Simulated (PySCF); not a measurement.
This PySCF input asks for the NMR shieldings of SMILES CC#CCCOB, C5H9BO; the geometry comes from GFN2-xTB.

```python
import basis_set_exchange as bse
import numpy as np
from pyscf import gto, dft
from pyscf.prop import nmr

atoms = """
B    -3.532171    0.338599    0.300648
O    -2.383296    0.878439    0.664556
C    -1.152252    0.668319    0.014241
C    -0.192787   -0.087428    0.944343
C     1.101437   -0.273002    0.317146
C     2.163314   -0.416918   -0.219249
C     3.450526   -0.594257   -0.856431
H    -3.631123   -0.369599   -0.641538
H    -4.452798    0.613043    0.972064
H    -1.292507    0.103417   -0.916599
H    -0.731211    1.651268   -0.229428
H    -0.075216    0.478038    1.873217
H    -0.625662   -1.062048    1.189928
H     4.232579   -0.126940   -0.258399
H     3.673280   -1.655685   -0.961595
H     3.440288   -0.136303   -1.845266
"""
names = dict.fromkeys(["B", "O", "C", "H"], "pcSseg-1")
basis = {el: gto.basis.parse(bse.get_basis(n, elements=[el], fmt="nwchem")) for el, n in names.items()}
mol = gto.M(atom=atoms, basis=basis, charge=0, verbose=0)
mf = dft.RKS(mol, xc="PBE0")
mf.grids.level = 2
mf.grids.alignment = dft.numint.BLKSIZE   # the property module wants whole blocks of grid points
mf.conv_tol = 1e-9
mf.kernel()

calc = nmr.RKS(mf)   # GIAO
C = mf.mo_coeff
Co = C[:, mf.mo_occ > 0]
resp = mf.gen_response(singlet=True, hermi=2)
def vind(x):   # induced exchange potential for any number of trial vectors
    d = np.einsum("pi,xij,qj->xpq", C, 2 * x.reshape(-1, C.shape[1], Co.shape[1]), Co, optimize=True)
    return np.einsum("xpq,pi,qj->xij", resp(d - d.transpose(0, 2, 1)), C, Co, optimize=True).ravel()
mo1, _ = nmr.rhf.solve_mo1(calc, with_cphf=vind)
sigma = calc.kernel(mo1)
for i, s in enumerate(sigma):   # ppm
    w = np.linalg.eigvalsh((s + s.T) / 2)
    print("%2d %-2s iso %8.1f  s11 %8.1f  s22 %8.1f  s33 %8.1f" % (i, mol.atom_pure_symbol(i), w.mean(), *w))
```

Q: What are the results?

A: 
```
 0 B  iso     55.3  s11     23.7  s22     43.5  s33     98.8
 1 O  iso     98.6  s11   -110.4  s22     62.4  s33    343.8
 2 C  iso    108.2  s11     74.6  s22     88.5  s33    161.4
 3 C  iso    160.5  s11    140.3  s22    161.9  s33    179.5
 4 C  iso    106.5  s11     21.1  s22     21.7  s33    276.7
 5 C  iso    101.9  s11     15.6  s22     20.1  s33    270.1
 6 C  iso    182.2  s11    174.9  s22    175.0  s33    196.8
 7 H  iso     26.5  s11     24.8  s22     26.6  s33     28.1
 8 H  iso     26.8  s11     26.0  s22     26.3  s33     28.2
 9 H  iso     27.6  s11     24.3  s22     28.9  s33     29.5
10 H  iso     27.1  s11     23.3  s22     28.3  s33     29.7
11 H  iso     28.8  s11     24.1  s22     28.4  s33     33.8
12 H  iso     29.3  s11     24.8  s22     28.9  s33     34.2
13 H  iso     29.7  s11     24.5  s22     27.9  s33     36.7
14 H  iso     29.7  s11     24.6  s22     27.9  s33     36.7
15 H  iso     29.8  s11     24.5  s22     28.2  s33     36.5
```

These numbers come from an equivalent density-fitted implementation of the same equations, which agrees with the script to about 0.01 ppm for H and up to a few tenths of a ppm for heavy atoms, so last digits may differ.

Size and cost of the density-fitted run: 164 basis functions, 43 s wall time on 1 thread of an Arm Neoverse N1, shared host; peak memory 0.74 GiB.
